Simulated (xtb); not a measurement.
GaI₂ (SMILES [I][Ga][I]), doublet, at a GFN2-xTB geometry (such geometries of metal compounds can be far from the true shape) (the spin is typed, not shown lowest); GFN1-xTB (xtb).

Input for xtb:
```
$ xtb mol.xyz --gfn 1 --uhf 1 --json

# file mol.xyz
3

Ga     0.90663725     0.40883641     0.27186944
I     -0.58581008     1.56596400    -1.54485264
I      0.05551282    -1.80509473     1.38583466
```

What the program printed (banner, timings and long lists left out):

```
   ID    Z sym.   atoms
    1   31 Ga     1
    2   53 I      2, 3

           -------------------------------------------------
          |                Calculation Setup                |
           -------------------------------------------------

           -------------------------------------------------
          |                 G F N 1 - x T B                 |
           -------------------------------------------------

          ...................................................
          :                      SETUP                      :
          :.................................................:
          :  # basis functions                  30          :
          :  # atomic orbitals                  27          :
          :  # shells                            9          :
          :  # electrons                        17          :
          :  # halogen bonds                     0          :
          :  max. iterations                   250          :
          :  Hamiltonian                  GFN1-xTB          :
          :  restarted?                      false          :
          :  GBSA solvation                  false          :
          :  PC potential                    false          :
          :  electronic temp.          300.0000000     K    :
          :  accuracy                    1.0000000          :
          :  -> integral cutoff          0.2500000E+02      :
          :  -> integral neglect         0.1000000E-07      :
          :  -> SCF convergence          0.1000000E-05 Eh   :
          :  -> wf. convergence          0.2000000E-04 e    :
          :  Broyden damping             0.4000000          :
          :  net charge                          0          :
          :  unpaired electrons                  1          :
          ...................................................

 iter      E             dE          RMSdq      gap      omega  full diag
   1     -9.2523978 -0.925240E+01  0.640E+00    3.75       0.0  T
   2     -9.3162469 -0.638491E-01  0.275E+00    4.73       1.0  T
   3     -9.3267054 -0.104584E-01  0.125E+00    4.60       1.0  T
   4     -9.3263397  0.365651E-03  0.516E-01    4.50       1.0  T
   5     -9.3270733 -0.733587E-03  0.303E-02    4.56       1.9  T
   6     -9.3270756 -0.231389E-05  0.707E-03    4.55       8.2  T
   7     -9.3270758 -0.134605E-06  0.487E-04    4.56     118.4  T
   8     -9.3270758 -0.571703E-09  0.420E-05    4.56    1374.2  T
   9     -9.3270758 -0.368061E-11  0.102E-05    4.56    5656.2  T

   *** convergence criteria satisfied after 9 iterations ***

         :::::::::::::::::::::::::::::::::::::::::::::::::::::
         ::                     SUMMARY                     ::
         :::::::::::::::::::::::::::::::::::::::::::::::::::::
         :: total energy              -9.316377835737 Eh    ::
         :: gradient norm              0.001357975141 Eh/a0 ::
         :: HOMO-LUMO gap              4.555188507793 eV    ::
         ::.................................................::
         :: SCC energy                -9.327075753305 Eh    ::
         :: -> electrostatic           0.000798150859 Eh    ::
         :: repulsion energy           0.011985186072 Eh    ::
         :: dispersion energy         -0.001287268504 Eh    ::
         :: halogen bond corr.         0.000000000000 Eh    ::
         :: add. restraining           0.000000000000 Eh    ::
         :: total charge              -0.000000000000 e     ::
         :::::::::::::::::::::::::::::::::::::::::::::::::::::

           -------------------------------------------------
          |                Property Printout                |
           -------------------------------------------------

    * Orbital Energies and Occupations

         #    Occupation            Energy/Eh            Energy/eV
      -------------------------------------------------------------
         1        2.0000           -0.8633033             -23.4917
         2        2.0000           -0.8628923             -23.4805
         3        2.0000           -0.5192582             -14.1297
         4        2.0000           -0.4388133             -11.9407
         5        2.0000           -0.4270642             -11.6210
         6        2.0000           -0.4215614             -11.4713
         7        2.0000           -0.4186242             -11.3913
         8        2.0000           -0.4071679             -11.0796
         9        1.0000           -0.3401377              -9.2556 (HOMO)
        10                         -0.1727376              -4.7004 (LUMO)
        11                         -0.1240573              -3.3758
        12                         -0.0906852              -2.4677
        13                         -0.0793200              -2.1584
        14                         -0.0791114              -2.1527
        15                         -0.0645549              -1.7566
        16                         -0.0572764              -1.5586
        17                         -0.0530555              -1.4437
        18                         -0.0455058              -1.2383
        19                         -0.0231223              -0.6292
        20                         -0.0144535              -0.3933
       ...                                ...                  ...
        27                          0.6093732              16.5819
      -------------------------------------------------------------
                  HL-Gap            0.1674001 Eh            4.5552 eV
             Fermi-level           -0.3150452 Eh           -8.5728 eV

  Mulliken/CM5 charges         n(s)   n(p)   n(d)
     1Ga    0.10250  0.04834   1.597  0.798  0.503
     2I    -0.05125 -0.02417   1.992  5.043  0.017
     3I    -0.05125 -0.02417   1.992  5.043  0.017

Wiberg/Mayer (AO) data.
largest (>0.10) Wiberg bond orders for each atom

 ---------------------------------------------------------------------------
     #   Z sym  total        # sym  WBO       # sym  WBO       # sym  WBO
 ---------------------------------------------------------------------------
     1  31 Ga   2.654 --     3 I    1.327     2 I    1.327
     2  53 I    1.473 --     1 Ga   1.327     3 I    0.146
     3  53 I    1.473 --     1 Ga   1.327     2 I    0.146
 ---------------------------------------------------------------------------

Topologies differ in total number of bonds
Writing topology from bond orders to xtbtopo.mol

 dipole moment from electron density (au)
     X       Y       Z
   1.1864   0.5350   0.3558  total (Debye):    3.429

           -------------------------------------------------
          | TOTAL ENERGY               -9.316377835737 Eh   |
          | GRADIENT NORM               0.001357975141 Eh/α |
          | HOMO-LUMO GAP               4.555188507793 eV   |
           -------------------------------------------------

normal termination of xtb
```
